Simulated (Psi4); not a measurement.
C₂H₈Si₂, charge -1, doublet, at the geometry of the source list (a state made from the parent by changing its charge; the spin is typed, not shown lowest) (a gas-phase anion, which may not be bound at this level); HF/6-311G** (Psi4).

Here is a job for Psi4.
```
memory 2 GB

molecule mol {
-1 2
C     0.255200    0.360500    1.252100
Si    1.347300   -0.249000   -0.203200
C    -0.259600   -0.389800   -1.242300
Si   -1.342500    0.281200    0.192500
H     0.505500    1.346900    1.631900
H     0.250600   -0.304700    2.112200
H     2.304600    0.741400   -0.698700
H     2.037500   -1.520200    0.036800
H    -0.274600    0.210000   -2.147900
H    -0.504300   -1.405000   -1.545600
H    -1.959900    1.582100   -0.071400
H    -2.360000   -0.653400    0.683600
}

set {
  basis 6-311g**
  reference uhf
}

energy('scf')
print_variables()
```

It wrote (shortened):

```
   => Loading Basis Set <=

    Name: 6-311G**
    Role: ORBITAL
    Keyword: BASIS

         ---------------------------------------------------------
                                   SCF
               by Justin Turney, Rob Parrish, Andy Simmonett
                          and Daniel G. A. Smith
                              UHF Reference
         ---------------------------------------------------------

  ==> Geometry <==

    Molecular point group: c1
    Full point group: C1

    Geometry (in Angstrom), charge = -1, multiplicity = 2:

       Center              X                  Y                   Z               Mass
    ------------   -----------------  -----------------  -----------------  -----------------
         C            0.254281029179     0.354292815761     1.254154684829    12.000000000000
         SI           1.346381029179    -0.255207184239    -0.201145315171    27.976926534650
         C           -0.260518970821    -0.396007184239    -1.240245315171    12.000000000000
         SI          -1.343418970821     0.274992815761     0.194554684829    27.976926534650
         H            0.504581029179     1.340692815761     1.633954684829     1.007825032230
         H            0.249681029179    -0.310907184239     2.114254684829     1.007825032230
         H            2.303681029179     0.735192815761    -0.696645315171     1.007825032230
         H            2.036581029179    -1.526407184239     0.038854684829     1.007825032230
         H           -0.275518970821     0.203792815761    -2.145845315171     1.007825032230
         H           -0.505218970821    -1.411207184239    -1.543545315171     1.007825032230
         H           -1.960818970821     1.575892815761    -0.069345315171     1.007825032230
         H           -2.360918970821    -0.659607184239     0.685654684829     1.007825032230

  Running in c1 symmetry.

  Rotational constants: A =      0.25184  B =      0.12375  C =      0.09089 [cm^-1]
  Rotational constants: A =   7549.88714  B =   3709.90881  C =   2724.72634 [MHz]
  Nuclear repulsion =  217.245328344693604

  Charge       = -1
  Multiplicity = 2
  Electrons    = 49
  Nalpha       = 25
  Nbeta        = 24

  ==> Algorithm <==

  SCF Algorithm Type is DF.
  DIIS enabled.
  MOM disabled.
  Fractional occupation disabled.
  Guess Type is SAD.
  Energy threshold   = 1.00e-06
  Density threshold  = 1.00e-06
  Integral threshold = 1.00e-12

  ==> Primary Basis <==

  Basis Set: 6-311G**
    Blend: 6-311G**
[...]
   @DF-UHF iter   8:  -658.18956335764585   -1.43645e-06   2.23032e-06 DIIS
   @DF-UHF iter   9:  -658.18956360136212   -2.43716e-07   9.27483e-07 DIIS
  Energy and wave function converged.

  ==> Post-Iterations <==

   @Spin Contamination Metric:   1.824916767E-02
   @S^2 Expected:                7.500000000E-01
   @S^2 Observed:                7.682491677E-01
   @S   Expected:                5.000000000E-01
   @S   Observed:                5.000000000E-01

    Orbital Energies [Eh]
    ---------------------

    Alpha Occupied:

[...]
      25A      0.083039

    Alpha Virtual:

[...]
    Beta Occupied:

[...]
    Beta Virtual:

[...]
     136A    144.152094

    Final Occupation by Irrep:
              A
    DOCC [    24 ]
    SOCC [     1 ]
    NA   [    25 ]
    NB   [    24 ]

  @DF-UHF Final Energy:  -658.18956360136212

   => Energetics <=

    Nuclear Repulsion Energy =            217.2453283446936041
    One-Electron Energy =               -1350.5757982799145793
    Two-Electron Energy =                 475.1409063338588226
    Total Energy =                       -658.1895636013621242

  UHF NO Occupations:
  HONO-2 :   23  A 1.9989479
  HONO-1 :   24  A 1.9931271
  HONO-0 :   25  A 1.0000000
  LUNO+0 :   26  A 0.0068729
  LUNO+1 :   27  A 0.0010521
  LUNO+2 :   28  A 0.0006288
  LUNO+3 :   29  A 0.0002671

Computation Completed

Properties will be evaluated at   0.000000,   0.000000,   0.000000 [a0]

Properties computed using the SCF density matrix

 Multipole Moments:

 ------------------------------------------------------------------------------------
     Multipole            Electronic (a.u.)      Nuclear  (a.u.)        Total (a.u.)
 ------------------------------------------------------------------------------------

 L = 1.  Multiply by 2.5417464519 to convert [e a0] to [Debye]
 Dipole X            :          0.0018788           -0.0073900           -0.0055111
 Dipole Y            :          0.0153271           -0.0488397           -0.0335126
 Dipole Z            :         -0.0049401            0.0161097            0.0111696
 Magnitude           :                                                    0.0357523

 ------------------------------------------------------------------------------------

  Variable Map:
  ----------------------------------------------------------------------------
[...]
  Array Variable Map:
  ----------------------------------------------------------------------------
[...]
[...]
```
